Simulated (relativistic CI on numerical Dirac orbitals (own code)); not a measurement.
**V+: computed level list**

Calculated at this level of theory: Dirac-Coulomb-Breit CI, KLI orbitals optimised for each configuration, QED by a radiative potential, valence Slater integrals scaled by 0.85, configuration energies shifted to the measured levels that pair with them (semi-empirical) (own radial code, finite nucleus).

Configurations in the expansion (outside the closed core [Ar]): 3d⁴, 3d³4s, 3d³4p, 3d²4s², 3d²4s4p, 3d³5s, 3d³4d, 3d³5p, 3d³4f, 3d³5d, 3d³5f, 3d³5g, 3d²4p², 3d²4s5s. Levels of other configurations are missing.

The lowest level is 3d⁴ ⁵D0, with 99 % of that term; Hund's rules for 3d⁴ give ⁵D with J = 0, in agreement.

```tsv
No.	Configuration	Term	J	E (cm⁻¹)	%	Next component (%)	jj configuration (%)
1	3d⁴	⁵D	0	0.0	99		3d3/2^2 3d5/2^2 (68)
2	3d⁴	⁵D	1	29.8	99		3d3/2^3 3d5/2 (49)
3	3d⁴	⁵D	2	88.4	99		3d3/2^2 3d5/2^2 (66)
4	3d⁴	⁵D	3	173.5	99		3d3/2 3d5/2^3 (47)
5	3d⁴	⁵D	4	282.8	99		3d3/2 3d5/2^3 (46)
6	3d³4s	⁵F	1	2608.1	100		3d3/2^2 3d5/2 4s (36)
7	3d³4s	⁵F	2	2683.9	100		3d3/2^2 3d5/2 4s (59)
8	3d³4s	⁵F	3	2796.2	100		3d3/2^2 3d5/2 4s (56)
9	3d³4s	⁵F	4	2943.8	100		3d3/2 3d5/2^2 4s (74)
10	3d³4s	⁵F	5	3124.4	100		3d5/2^3 4s (46)
11	3d³4s	³F	2	9236.1	91	7 3d⁴ ³F	3d3/2^2 3d5/2 4s (48)
12	3d³4s	³F	3	9423.7	91	8 3d⁴ ³F	3d3/2 3d5/2^2 4s (52)
13	3d³4s	³F	4	9663.3	91	8 3d⁴ ³F	3d3/2 3d5/2^2 4s (47)
14	3d⁴	³P	0	12647.8	85	14 3d³4s ³P	3d3/2^4 (50)
15	3d⁴	³P	1	12826.8	85	14 3d³4s ³P	3d3/2^3 3d5/2 (40)
16	3d⁴	³H	4	13127.0	98	2 3d³4s ³H	3d3/2^2 3d5/2^2 (42)
17	3d⁴	³P	2	13158.1	85	14 3d³4s ³P	3d3/2 3d5/2^3 (32)
18	3d⁴	³H	5	13187.7	98	2 3d³4s ³H	3d3/2^2 3d5/2^2 (67)
19	3d⁴	³H	6	13255.1	98	2 3d³4s ³H	3d3/2 3d5/2^3 (57)
20	3d³4s	⁵P	1	14339.0	100		3d3/2^2 3d5/2 4s (53)
21	3d³4s	⁵P	2	14418.6	99		3d3/2 3d5/2^2 4s (40)
22	3d³4s	⁵P	3	14552.8	100		3d3/2 3d5/2^2 4s (62)
23	3d³4s	³G	3	15002.9	48	38 3d⁴ ³G	3d3/2^2 3d5/2^2 (32)
24	3d³4s	³G	4	15073.3	44	36 3d⁴ ³G	3d3/2^2 3d5/2 4s (23)
25	3d⁴	³F	2	15117.7	91	8 3d³4s ³F	3d3/2^2 3d5/2^2 (47)
26	3d⁴	³F	3	15200.6	78	10 3d³4s ³G	3d3/2 3d5/2^3 (50)
27	3d³4s	³G	5	15214.7	57	42 3d⁴ ³G	3d3/2 3d5/2^3 (29)
28	3d⁴	³F	4	15271.4	73	13 3d³4s ³G	3d5/2^4 (36)
29	3d⁴	³G	3	17656.0	57	42 3d³4s ³G	3d3/2^2 3d5/2^2 (28)
30	3d⁴	³G	4	17724.2	57	42 3d³4s ³G	3d3/2^2 3d5/2^2 (30)
31	3d⁴	³G	5	17818.3	57	42 3d³4s ³G	3d3/2 3d5/2^3 (39)
32	3d³4s	¹G	4	19119.3	76	19 3d⁴ ¹G	3d3/2^2 3d5/2 4s (44)
33	3d³4s	³D	1	19822.3	50	42 3d⁴ ³D	3d3/2 3d5/2^2 4s (28)
34	3d³4s	³D	2	19833.3	43	37 3d⁴ ³D	3d3/2^3 4s (23)
35	3d⁴	³D	3	19949.7	51	49 3d³4s ³D	3d3/2 3d5/2^3 (26)
36	3d⁴	¹I	6	20037.0	98	2 3d³4s ³H	3d3/2^2 3d5/2^2 (58)
37	3d³4s	³P	0	20123.6	96	3 3d⁴ ³P	3d3/2 3d5/2^2 4s (80)
38	3d³4s	³H	4	20125.9	94	3 3d⁴ ¹G	3d3/2 3d5/2^2 4s (41)
39	3d³4s	³P	1	20138.0	88	5 3d⁴ ³D	3d3/2^2 3d5/2 4s (35)
40	3d³4s	³P	2	20138.6	77	12 3d⁴ ³D	3d5/2^3 4s (37)
41	3d³4s	³H	5	20177.4	98	2 3d⁴ ³H	3d3/2 3d5/2^2 4s (66)
42	3d³4s	³H	6	20253.6	96	2 3d⁴ ¹I	3d3/2 3d5/2^2 4s (96)
43	3d⁴	¹G	4	20966.4	77	20 3d³4s ¹G	3d3/2^2 3d5/2^2 (26)
44	3d³4s	³P	0	21880.0	85	13 3d⁴ ³P	3d3/2^2 3d5/2 4s (68)
45	3d³4s	¹D	2	21959.0	53	43 3d⁴ ¹D	3d3/2 3d5/2^2 4s (23)
46	3d³4s	³P	1	21985.2	82	13 3d⁴ ³P	3d3/2^2 3d5/2 4s (41)
47	3d³4s	³P	2	22276.6	81	14 3d⁴ ³P	3d3/2 3d5/2^2 4s (49)
48	3d⁴	³D	1	22937.5	50	43 3d³4s ³D	3d3/2 3d5/2^3 (27)
49	3d⁴	³D	2	23026.9	48	47 3d³4s ³D	3d5/2^3 4s (20)
50	3d³4s	³D	3	23035.9	51	48 3d⁴ ³D	3d3/2 3d5/2^2 4s (25)
51	3d³4s	¹H	5	23646.1	99	1 3d²4p² ¹H	3d3/2 3d5/2^2 4s (74)
52	3d³4s	¹P	1	23706.2	93	3 ³D	3d5/2^3 4s (47)
53	3d⁴	¹S	0	23889.0	99		3d3/2 3d5/2^3 (42)
54	3d⁴	¹D	2	28153.6	54	45 3d³4s ¹D	3d3/2^2 3d5/2^2 (18)
55	3d⁴	¹F	3	28652.4	82	17 3d³4s ¹F	3d3/2 3d5/2^3 (48)
56	3d³4s	³F	4	31336.4	79	11 3d⁴ ³F	3d3/2 3d5/2^2 4s (56)
57	3d³4s	³F	3	31354.9	75	13 3d⁴ ³F	3d3/2 3d5/2^2 4s (46)
58	3d³4s	³F	2	31357.4	70	15 3d⁴ ³F	3d3/2 3d5/2^2 4s (39)
59	3d⁴	³F	2	32784.6	54	27 3d³4s ³F	3d3/2^2 3d5/2^2 (32)
60	3d⁴	³F	3	32837.1	58	22 3d³4s ³F	3d3/2 3d5/2^3 (38)
61	3d⁴	³F	4	32901.9	62	19 3d³4s ³F	3d3/2^2 3d5/2^2 (44)
62	3d³4p	⁵G°	2	34592.7	100		3d3/2^2 3d5/2 4p1/2 (30)
63	3d³4p	⁵G°	3	34729.4	100		3d3/2^2 3d5/2 4p1/2 (46)
64	3d³4p	⁵G°	4	34909.2	100		3d3/2^2 3d5/2 4p3/2 (38)
65	3d³4p	⁵G°	5	35130.4	100		3d3/2 3d5/2^2 4p3/2 (58)
66	3d⁴	³P	2	35218.1	93	3 3d³4s ³P	3d3/2^2 3d5/2^2 (55)
67	3d³4p	⁵G°	6	35391.5	100		3d5/2^3 4p3/2 (46)
68	3d⁴	³P	1	35440.4	93	3 3d²4s² ³P	3d3/2 3d5/2^3 (77)
69	3d⁴	³P	0	35543.7	93	3 3d²4s² ³P	3d5/2^4 (50)
70	3d³4s	¹F	3	36443.9	81	17 3d⁴ ¹F	3d3/2 3d5/2^2 4s (52)
```

Energies count from the lowest computed level; ° marks odd parity. Filled j subshells are mostly left out of the jj labels.

The mean weight of the leading LS term, summed over parents, in these 70 levels is 82 %, and that of the leading jj configuration (from the same eigenvectors) 46 %, so LS coupling describes them better.

Configurations whose levels could be paired with our table of measured levels were shifted onto them, all but the ground configuration, by the median error of their levels; single terms can still be off by 1,000 to 2,000 cm⁻¹ or more, and rates follow the energies as ν³ (E1, M1) or ν⁵ (E2). The others borrow a shift and can be off by several thousand cm⁻¹ or more. The fine structure of a lone outer electron comes out too small, for d and f at times inverted, and misplaced configurations move strength between like terms. 33 of the 33 excited levels that our extract of the measured tables holds in this range could be paired (the sources list more); they are missed by 208 cm⁻¹ on average and 727 at most, after the shifts were fitted to these levels, and levels without a partner can miss by more.

Landé's interval rule says that E(J) − E(J−1) = AJ with one A. For the ground term the intervals give A = 29.8, 29.3, 28.4, 27.3 cm⁻¹ for J = 1, 2, 3, 4; the multiplet is regular.

LS names give the leading component of a level, which can be under half, so a name can repeat, a term be missing and a line seem to break the LS rules.
